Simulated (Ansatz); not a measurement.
CH5FOSSi (`CS[SiH](O)F`) at its PBE0-D4/def2-TZVP geometry, where that method's forces vanish. Charge 0, multiplicity 1.

```xyz
10

C     0.1588    1.5239   -0.9853
S     0.4687    0.9286    0.7061
Si   -0.3643   -1.0054    0.5600
O     0.0926   -1.8788    1.8524
F     0.1450   -1.6582   -0.8068
H     0.5822    2.5257   -1.0415
H    -0.9096    1.5819   -1.1905
H     0.6481    0.8839   -1.7168
H    -1.8360   -1.0457    0.5066
H     1.0144   -1.8559    2.1158
```

What forces (eV/Å) does PBE-D4/def2-TZVPP give on these atoms in the Gaussian-basis code of Ansatz? (An estimate is asked.)

Ansatz gave: 
```
C1  -0.010  0.012 -0.054
S2   0.145  0.148  0.306
Si3 -0.215  0.345  0.073
O4  -0.304 -0.322  0.354
F5   0.186 -0.278 -0.584
H6   0.082  0.205 -0.021
H7  -0.216  0.018 -0.055
H8   0.095 -0.119 -0.160
H9  -0.189 -0.022  0.014
H10  0.426  0.014  0.126
```
